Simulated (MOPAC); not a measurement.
MOPAC input (PM7):

```
PM7 1SCF GEO-OK AUX(PRECISION=9) THREADS=1
PbS

Pb   -0.00000000 1   -0.00000000 1   -0.37640200 1
S     0.00000000 1    0.00000000 1    1.92906100 1
```

Output:

```
 *******************************************************************************
 **                                                                           **
 **                              MOPAC v23.2.5                                **
 **                                                                           **
 *******************************************************************************
 ** MOPAC's Digital Object Identifier: https://doi.org/10.5281/zenodo.6511958 **
 **                                                                           **
 ** Please cite the open-source release paper for use of this MOPAC version:  **
 ** J. E. Moussa and J. J. P. Stewart (2026)                                  **
 ** MOPAC: An open-source semiempirical molecular orbital program             **
 ** J. Open Source Softw., 11(119), 8025, https://doi.org/10.21105/joss.08025 **
 *******************************************************************************

                              PM7 CALCULATION RESULTS

 *******************************************************************************
 *  PM7        - The PM7 Hamiltonian to be used
 *  GEO-OK     - OVERRIDE INTERATOMIC DISTANCE AND OTHER SAFETY CHECKS
 *  1SCF       - DO 1 SCF AND THEN STOP
 *  AUX        - OUTPUT AUXILIARY INFORMATION
 *******************************************************************************
PM7 1SCF GEO-OK AUX(PRECISION=9) THREADS=1
 PbS

   ATOM   CHEMICAL          X               Y               Z
  NUMBER   SYMBOL      (ANGSTROMS)     (ANGSTROMS)     (ANGSTROMS)

     1      Pb         -0.00000000  *  -0.00000000  *  -0.37640200  *
     2       S          0.00000000  *   0.00000000  *   1.92906100  *

          CARTESIAN COORDINATES

    NO.       ATOM           X           Y           Z

     1        Pb         -0.0000     -0.0000     -0.3764
     2         S          0.0000      0.0000      1.9291

 General Reference for PM7:
 "Optimization of Parameters for Semiempirical Methods VI: More Modifications to the
 NDDO Approximations and Re-optimization of Parameters", J. J. P. Stewart, J. Mol. Mod., 1:32, 19 (2013)
 https://link.springer.com/article/10.1007/s00894-012-1667-x

           Empirical Formula: Pb S  =     2 atoms

      MOLECULAR POINT GROUP   :   C*v

      RHF CALCULATION, NO. OF DOUBLY OCCUPIED LEVELS = 5

 -------------------------------------------------------------------------------
 PM7 1SCF GEO-OK AUX(PRECISION=9) THREADS=1
 PbS

     1SCF WAS SPECIFIED, SO BFGS WAS NOT USED
     SCF FIELD WAS ACHIEVED

                              PM7 CALCULATION
                                                       MOPAC v23.2.5 Linux

          FINAL HEAT OF FORMATION =         40.69253 KCAL/MOL =     170.25756 KJ/MOL

          COSMO AREA              =         96.54 SQUARE ANGSTROMS
          COSMO VOLUME            =         83.30 CUBIC ANGSTROMS

          IONIZATION POTENTIAL    =          8.773281 EV
          HOMO LUMO ENERGIES (EV) =         -8.773 -1.434
          NO. OF FILLED LEVELS    =          5
          MOLECULAR WEIGHT        =        239.2600         POINT GROUP:  C*v

          MOLECULAR DIMENSIONS (Angstroms)

            Atom       Atom       Distance
            S     2   Pb     1     2.30546
            S     2   Pb     1     0.00000
           Pb     1    S     2     0.00000

          SCF CALCULATIONS        =          1

   ATOM   CHEMICAL          X               Y               Z
  NUMBER   SYMBOL      (ANGSTROMS)     (ANGSTROMS)     (ANGSTROMS)

     1      Pb         -0.00000000  *  -0.00000000  *  -0.37640200  *
     2       S          0.00000000  *   0.00000000  *   1.92906100  *

                             CARTESIAN COORDINATES

   1   Pb       -0.000000000    -0.000000000    -0.376402000
   2    S        0.000000000     0.000000000     1.929061000

           Empirical Formula: Pb S  =     2 atoms

      MOLECULAR POINT GROUP   :   C*v

                  EIGENVALUES
 -24.49982 -17.54609  -9.12783  -8.77328  -8.77328  -1.43354  -1.43354   0.37332
   0.87930   0.87930   1.08537   1.08537   1.21887

              NET ATOMIC CHARGES AND DIPOLE CONTRIBUTIONS

  ATOM NO.   TYPE          CHARGE      No. of ELECS.   s-Pop       p-Pop       d-Pop
    1         Pb           0.604912        3.3951     1.81624     1.57884
    2          S          -0.604912        6.6049     1.97912     4.56229     0.06350
 DIPOLE           X         Y         Z       TOTAL
 POINT-CHG.     0.000     0.000    -6.699     6.699
 HYBRID         0.000    -0.000     1.478     1.478
 SUM            0.000    -0.000    -5.221     5.221

          ATOMIC ORBITAL ELECTRON POPULATIONS

     Atom    s        px        py        pz      x^2-y^2     xz        z^2       yz        xy
    1 Pb   1.81624   0.20154   0.20154   1.17576
    2  S   1.97912   1.78503   1.78503   0.99223   0.00000   0.01343   0.03665   0.01343   0.00000

 **********************
 *                    *
 * JOB ENDED NORMALLY *
 *                    *
 **********************

 == MOPAC DONE ==
```

The geometry given is a B3LYP-D3(BJ)/def2-TZVP minimum.
